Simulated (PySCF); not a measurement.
H2O3S, SMILES O=[SH](O)=O.

Coordinates come from a PBE-D3(BJ)/def2-SVP optimisation. Other conformers were not sampled.

These are PySCF with PBE/def2-TZVPD values and carry that method's errors.

Isolated molecule, no solvent.

```yaml
total_energy: -624.77078 hartree
highest_occupied_level: -8.07 eV
lowest_empty_level: -1.26 eV
orbital_gap: 6.81 eV
dipole_moment: 0.563 e·Å
quadrupole, principal values (traceless, Buckingham form, about the centre of nuclear charge): -7.34, -0.05, 7.38 D·Å
mean_static_polarisability: 36.7 bohr³ (5.44 Å³)
polarisability_principal_values: 33.3, 36.9, 40.0 bohr³
```
